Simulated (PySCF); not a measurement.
GaH3. Atoms are numbered in the order given.

```xyz
4

Ga     0.0000     0.0000     0.0000
H      1.5686     0.0000     0.0000
H     -0.7843     1.3585     0.0000
H     -0.7843    -1.3585     0.0000
```
Charge 0, spin multiplicity 1.

Geometry: PBE0-D3(BJ)/def2-TZVPD. The isomer is the one that the SMILES or the coordinates give; other isomers of the formula were not compared.

The numbers are results of B3LYP/def2-TZVPD run with PySCF, not measurements.

Symmetry labels are those of the subgroup C2v that the program uses (full group D3h).

Computed valence orbital energies around the gap with their symmetry:
```csv
orbital,symmetry,energy (eV)
HOMO−7,A1,-22.90
HOMO−6,B2,-22.74
HOMO−5,A2,-22.74
HOMO−4,A1,-22.57
HOMO−3,B1,-22.57
HOMO−2,A1,-12.51
HOMO−1,A1,-8.41
HOMO,B1,-8.41
LUMO,B2,-2.12
LUMO+1,A1,0.11
LUMO+2,A1,0.89
LUMO+3,B1,1.22
```
